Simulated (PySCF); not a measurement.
Compound: C₆H₁₆N₂Si.
SMILES with atom numbers: `[CH3:1][N:2]1[CH2:3][CH2:4][CH2:5][N:6]1[SiH:7]([CH3:8])[CH3:9]`

Structure used (GFN2-xTB), in Å, numbered top down from 1:
```xyz
25
C6H16N2Si angstrom
C     -1.594    0.331    1.684
N     -1.014    0.696    0.401
C     -1.972    0.678   -0.692
C     -2.019   -0.784   -1.184
C     -0.682   -1.353   -0.674
N     -0.026   -0.243    0.007
Si     1.523    0.393   -0.415
C      2.724   -1.081   -0.418
C      1.957    1.652    0.930
H     -2.143   -0.618    1.669
H     -2.269    1.128    1.994
H     -0.783    0.256    2.406
H     -2.942    1.053   -0.369
H     -1.580    1.329   -1.478
H     -2.101   -0.839   -2.267
H     -2.864   -1.315   -0.748
H     -0.847   -2.176    0.031
H     -0.051   -1.718   -1.482
H      1.599    1.047   -1.743
H      2.642   -1.664    0.494
H      3.750   -0.740   -0.502
H      2.535   -1.750   -1.252
H      2.046    1.184    1.905
H      1.196    2.420    1.001
H      2.902    2.137    0.709
```

NICS is the negative of the GIAO shielding at a point without a nucleus: at the ring centre (0) and 1 Å above and below it (1); zz is the component along the ring normal. Level: GIAO PBE0/pcSseg-1 (PySCF, non-relativistic, gas phase) on the GFN2-xTB geometry, one conformer.

Ring bond lengths (Å), with Mayer bond orders in brackets: N2–C3 1.454 (0.95), C3–C4 1.543 (1.02), C4–C5 1.540 (1.02), C5–N6 1.458 (0.92), N6–N2 1.419 (0.97).

Give the NICS values of each ring in ppm.

```tsv
ring	type	NICS(0)	NICS(1), two faces	NICS(1)zz, two faces	rms pucker (Å)	centre to ring atoms, mean (Å)
N2–C3–C4–C5–N6	5-membered ring with 2 N; formal bonds all single	-8.1	-3.8 / -4.2	-9.9 / -8.4	0.15	1.24
```

What do they say, and how far can they be read as aromaticity?

- N2–C3–C4–C5–N6: mean NICS(1)zz -9.1 ppm, shielded. C3, C4, C5 have four or more neighbours, so the value isn't read as a sign of a π ring current.

List the ring angles and the Hirshfeld charges of the ring atoms.

- N2–C3–C4–C5–N6: N2 104.0° (-0.052 e), C3 105.7° (-0.033 e), C4 102.6° (-0.080 e), C5 105.3° (-0.032 e), N6 108.7° (-0.141 e); sum 526.3° against 540° for a flat convex ring.
